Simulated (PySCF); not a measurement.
C8H7F3, SMILES Cc1ccc(C(F)(F)F)cc1, singlet at its GFN2-xTB optimised geometry (Å):

```
18

C     -1.5959    -2.5840     0.0197
C     -0.8377    -1.2943     0.0000
C     -1.5060    -0.0751     0.0022
C     -0.8078     1.1173     0.0025
C      0.5809     1.0979     0.0044
C      1.3304     2.3965    -0.0285
F      2.6009     2.2862     0.3881
F      0.7610     3.3436     0.7371
F      1.3905     2.9168    -1.2730
C      1.2650    -0.1100     0.0000
C      0.5531    -1.2943     0.0000
H     -1.0826    -3.3436    -0.5651
H     -2.6009    -2.4517    -0.3725
H     -1.6768    -2.9483     1.0440
H     -2.5856    -0.0579     0.0018
H     -1.3320     2.0608     0.0043
H      2.3441    -0.1191    -0.0005
H      1.0856    -2.2337    -0.0020
```

Method: PySCF with B3LYP/def2-SVP. Cells within 0.4 Å of a nucleus heavier than hydrogen are left out (blank, or x).

Map of the electron localisation function on the plane z = 0.0 Å:

```
|0000000000000000000000000000000|
|0000000000000000000000000000000|
|0000000000000000000000000000000|
|0000000000000001332000000000000|
|0000000000000014554100000000000|
|0000000000000015664100010000000|
|0000000002660014554210353100000|
|0000000018997001355333776200000|
|000000004999960013xx57887300000|
|000000003999991037xx67x87300000|
|0000000007999844599746886300000|
|0000000001686x682x8612664100000|
|000000100025xx59xx4300000000000|
|0000058874487x672x8622100000000|
|0000299999549733597479996100000|
|0000499999xx240035xx99999600000|
|00002999993x661157xx99999500000|
|0000027886589655599669998200000|
|000000000036xx78xx6512442000000|
|000000000036xx78xx6500000000000|
|0000027886699666599960000000000|
|0000289998328722799994000000000|
|0000399999xx4400699997000000000|
|00001799971x7720199997000000000|
|0000025654589960038972000000000|
|0000000111379970001210000000000|
|0000000000158860000000000000000|
|0000000000024420000000000000000|
|0000000000000000000000000000000|
|0000000000000000000000000000000|
|0000000000000000000000000000000|
```
Scale: ten equal steps from 0.000 (start of '0') to 1.000 (end of '9'), in the order '0123456789'; x runs from -5.50 to 5.50, y from -5.50 (bottom) to 5.50 (top).
